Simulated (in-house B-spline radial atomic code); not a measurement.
## KLI/ALDAx excitations of neutral mercury

Method: KLI/ALDAx. Computed with an all-electron radial atomic-structure program (B-spline basis): linear response of the closed shell [Xe] 4f14 5d10 6s2 with the adiabatic LDA exchange kernel on the exchange-only KLI potential; scalar-relativistic (spin-free one-electron X2C), finite nucleus, no spin-orbit coupling, no double excitations, S, P, D and F terms only; shells from n = 4 respond. Only terms of natural parity with L up to 3 were computed.

Spin-orbit coupling is strong here, so these LS terms don't match observed levels.

Command:
```bash
python run_td.py task.json out
```
Settings (radii: box in bohr, nucleus in fm):
```
Z                        80
electrons                80
configuration            [Xe] 4f14 5d10 6s2
hamiltonian              x2c
method                   kli
box_radius               75
rms_radius               5.4648
intervals                112
```

Time taken, with all properties: 14 s on 1 thread of Arm Neoverse N1 (shared host).

The lowest states, in the order of their Tamm-Dancoff energies; the method's threshold (minus the highest occupied level) is 8.996 eV. Labels give the largest channel, * marks a mixed state, and oscillator strengths are full-response dipole values. Measured ¹D terms are left out, since they can mix with doubly excited terms. Semilocal kernels can invert the small singlet-triplet splittings of Rydberg terms. Energies in eV:

```json
{"state": "6s → 6p 3P", "full response": "4.702", "Tamm-Dancoff": "4.805", "oscillator strength": "-", "measured (J-weighted term)": "-"}
{"state": "6s → 6p 1P", "full response": "6.052", "Tamm-Dancoff": "6.170", "oscillator strength": "0.983", "measured (J-weighted term)": "-"}
{"state": "6s → 7s 3S", "full response": "?", "Tamm-Dancoff": "?", "oscillator strength": "-", "measured (J-weighted term)": "?"}
{"state": "6s → 7s 1S", "full response": "?", "Tamm-Dancoff": "?", "oscillator strength": "-", "measured (J-weighted term)": "?"}
{"state": "6s → 7p 3P", "full response": "7.359", "Tamm-Dancoff": "7.371", "oscillator strength": "-", "measured (J-weighted term)": "-"}
{"state": "6s → 6d 3D", "full response": "7.485", "Tamm-Dancoff": "7.488", "oscillator strength": "-", "measured (J-weighted term)": "-"}
{"state": "6s → 6d 1D", "full response": "7.530", "Tamm-Dancoff": "7.531", "oscillator strength": "-", "measured (J-weighted term)": "-"}
{"state": "6s → 7p 1P", "full response": "7.577", "Tamm-Dancoff": "7.604", "oscillator strength": "0.0886", "measured (J-weighted term)": "-"}
{"state": "6s → 8s 3S", "full response": "7.778", "Tamm-Dancoff": "7.779", "oscillator strength": "-", "measured (J-weighted term)": "-"}
{"state": "6s → 8s 1S", "full response": "7.858", "Tamm-Dancoff": "7.863", "oscillator strength": "-", "measured (J-weighted term)": "-"}
{"state": "6s → 8p 3P", "full response": "8.096", "Tamm-Dancoff": "8.102", "oscillator strength": "-", "measured (J-weighted term)": "-"}
{"state": "6s → 7d 3D", "full response": "8.147", "Tamm-Dancoff": "8.149", "oscillator strength": "-", "measured (J-weighted term)": "-"}
{"state": "6s → 5f 3F", "full response": "8.151", "Tamm-Dancoff": "8.151", "oscillator strength": "-", "measured (J-weighted term)": "-"}
{"state": "6s → 5f 1F", "full response": "8.152", "Tamm-Dancoff": "8.152", "oscillator strength": "-", "measured (J-weighted term)": "-"}
{"state": "6s → 7d 1D", "full response": "8.168", "Tamm-Dancoff": "8.169", "oscillator strength": "-", "measured (J-weighted term)": "-"}
{"state": "6s → 8p 1P", "full response": "8.175", "Tamm-Dancoff": "8.183", "oscillator strength": "0.0133", "measured (J-weighted term)": "-"}
```

Question: Where does 6s → 7s 1S lie?

Answer: At 6.730 eV in full response, 6.744 eV in Tamm-Dancoff; measured 7.926 eV.

Question: Where does 6s → 7s 3S lie?

Answer: At 6.463 eV in full response, 6.469 eV in Tamm-Dancoff; measured 7.731 eV.

Question: How large is the singlet-triplet splitting of 6s → 6p (P terms) in Tamm-Dancoff?

Answer: 1.36 eV, from the unrounded values.

Question: What polarisabilities and dispersion coefficient does the method give?

Answer: Dipole 36.5 bohr³, quadrupole 298 bohr⁵, C6 352 hartree·bohr⁶ for two such species. Recommended dipole value: 33.91 ± 0.34 bohr³ (Schwerdtfeger and Nagle, table of static dipole polarizabilities (2023 update)), which includes relativity and correlation.
